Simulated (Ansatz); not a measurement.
Ansatz (a first-principles code) input (CCSD(T)/def2-SVPD):

Ansatz 0.2 input:
```yaml
crystal:
  periodic: [false, false, false]
  atoms:
    - {symbol: Zn, position_ang: [-0.31844413, -0.15179643, -0.25598999]}
    - {symbol: O, position_ang: [1.05853335, 0.39959528, 0.84027797]}
    - {symbol: H, position_ang: [1.08505726, 1.35713060, 0.95747594]}
basis:
  gaussian:
    orbitals: def2-SVPD
magnetization: {spin_polarized: true, initial_magnetization: 1}
correlation: {method: ccsd_t, electrons: outside_noble_gas}
output: {forces: true}
```

End of the output:

```
cycle   2  -13.07598896 eV  change    2.5e-4 eV  update   1.2e-3
cycle   3  -13.07583349 eV  change    1.6e-4 eV  update   6.7e-4
cycle   4  -13.07642847 eV  change   -5.9e-4 eV  update   1.9e-4
cycle   5  -13.07664096 eV  change   -2.1e-4 eV  update   7.4e-5
cycle   6  -13.07660299 eV  change    3.8e-5 eV  update   2.1e-5
cycle   7  -13.07662313 eV  change   -2.0e-5 eV  update   1.2e-5
cycle   8  -13.07661209 eV  change    1.1e-5 eV  update   3.8e-6
cycle   9  -13.07660735 eV  change    4.7e-6 eV  update   1.5e-6
perturbative correction -0.39101088 eV, -0.0143693849 hartree
the calculation of the forces begins
Total energy: -50434.66656016 eV, -1853.4398102411 hartree
Atom 0 at    -0.318444    -0.151796    -0.255990 Å, force     0.008131    -0.076340    -0.001603 eV/Å
Atom 1 at     1.058533     0.399595     0.840278 Å, force    -0.126246    -0.055527    -0.101014 eV/Å
Atom 2 at     1.085057     1.357131     0.957476 Å, force     0.118115     0.131866     0.102617 eV/Å
Dipole moment:    -0.377752     0.097216    -0.275531 e Å
```

The spin state was set by rule; other spins were not relaxed.
